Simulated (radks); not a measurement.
Q: The mean radii <r> (bohr) of the occupied orbitals of an atom or ion are listed with their occupations. All-electron calculation, scalar-relativistic Kohn-Sham, LDA (Slater exchange, Perdew-Wang correlation), spin-polarised, spherical densities, point nucleus. Program: a radial shooting solver on a logarithmic mesh with Libxc functionals.

orbital  occ.      <r>
1s          2  0.02908
2s          2   0.1256
2p          6   0.1096
3s          2   0.3399
3p          6   0.3381
3d         10   0.3148
4s          2   0.8182
4p          6   0.8854
4d         10    1.093
5s          2    2.204

Name the element and its charge. Open shells, if any, are filled with parallel spins first.

A: Z = 50, tin, charge +2: Sn2+ in [Kr] 4d10 5s2. The 1s radius gives Z: for a bare nucleus <r> = (2 gamma + 1)/(2Z) with gamma = sqrt(1 - (Z/c)^2), 0.02862 bohr for Z = 50, and screening makes it slightly larger (0.02908 here). The occupations add up to 48, and the charge is Z minus that.
